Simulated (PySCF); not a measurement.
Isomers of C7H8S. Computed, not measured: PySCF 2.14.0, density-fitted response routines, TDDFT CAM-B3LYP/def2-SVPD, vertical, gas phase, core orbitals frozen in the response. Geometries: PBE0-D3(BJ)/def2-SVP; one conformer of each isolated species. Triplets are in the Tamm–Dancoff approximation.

A. `c1csc(C2CC2)c1`
B. `Cc1ccc(S)cc1`
C. `c1cc(CS)ccc1`

Lowest singlet levels (six at most, fewer where fewer were computed) with oscillator strengths:

1. 254 nm (f 0.014); 244 nm (f 0.002); 230 nm (f 0.283); 211 nm (f 0.017); 194 nm (f 0.003); 191 nm (f 0.172); T1 3.76 eV
2. 232 nm (f 0.000); 226 nm (f 0.008); 217 nm (f 0.072); 203 nm (f 0.005); 189 nm (f 0.182); 187 nm (f 0.092); T1 3.99 eV
3. 231 nm (f 0.177); 211 nm (f 0.070); 208 nm (f 0.001); 196 nm (f 0.000); 193 nm (f 0.001); 186 nm (f 0.007); T1 3.54 eV

Task: Match each spectrum to its molecule.

Result: 1 = B, 2 = C, 3 = A.
- A: S1 at 5.36 eV, HOMO→LUMO (96%); Löwdin shares by element: HOMO carbon 72% or more (atoms not listed hold the other 28%); LUMO carbon 53% or more, sulfur 21% (atoms not listed hold the other 27%); HOMO -7.53 and LUMO 0.69 eV.
- B: S1 at 4.88 eV, HOMO→LUMO (81%), HOMO-1→LUMO+1 (14%); Löwdin shares by element: HOMO sulfur 37%, carbon 36% or more (atoms not listed hold the other 27%); LUMO carbon 68% or more (atoms not listed hold the other 32%); HOMO -7.38 and LUMO 0.61 eV.
- C: S1 at 5.34 eV, HOMO→LUMO+1 (37%), HOMO-1→LUMO (32%), HOMO-2→LUMO+1 (11%); Löwdin shares by element: HOMO sulfur 49%, carbon 26% or more (atoms not listed hold the other 25%); LUMO carbon 60% or more (atoms not listed hold the other 40%); HOMO -8.05 and LUMO 0.45 eV.
A and C have S1 within 0.02 eV of each other; their strongest listed levels stand at 5.36 eV (f 0.177) and 6.57 eV (f 0.182).
